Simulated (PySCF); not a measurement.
Two-component Hartree-Fock for Se³⁺ (selenium, charge +3)

Start: [Ar] 3d10 4s2 4p1; 4p3/2 filled at m_j = +3/2. Calculated with PySCF 2.14 in x2c-QZVPPall-2c (11s10p5d4f1g, 103 functions): generalised Hartree-Fock with the X2C-1e Hamiltonian and a Gaussian nucleus; one run each with spin-orbit coupling (SO) screened by Boettger's factors, then bare. This is a chosen level, not necessarily the ground level.

```csv
spinor shell,electrons,"ε, screened SO (eV)","ε, bare SO (eV)",weight of nominal j (bare SO),"rms radius, bare SO (bohr)"
1s1/2,2,-12774.8,-12774.7,1.000,0.0508
2s1/2,2,-1733.2,-1733.2,1.000,0.212
2p1/2,2,-1552.6,-1554.5,1.000,0.187
2p3/2,4,-1510.1,-1509.3,1.000,0.190
3s1/2,2,-287.28,-287.28,1.000,0.612
3p1/2,2,-223.45,-223.73,0.999,0.628
3p3/2,4,-217.27,-217.15,1.000,0.639
3d3/2,4,-107.63,-107.88,0.991,0.686
3d5/2,6,-106.68,-106.52,0.994,0.693
4s1/2,2,-53.974,-53.976,1.000,1.77
4p3/2,1,-41.915,-41.904,1.000,2.04
```

```tsv
quantity	screened SO	bare SO
E (hartree)	-2425.97561	-2425.99134
M_J	3/2	3/2
⟨J²⟩	3.758	3.758
⟨L²⟩	2.008	2.009
⟨S²⟩	0.754	0.755
```

Each row is a mean over spinors that exchange with the open shell spreads, by up to 3.101 eV (4s1/2).
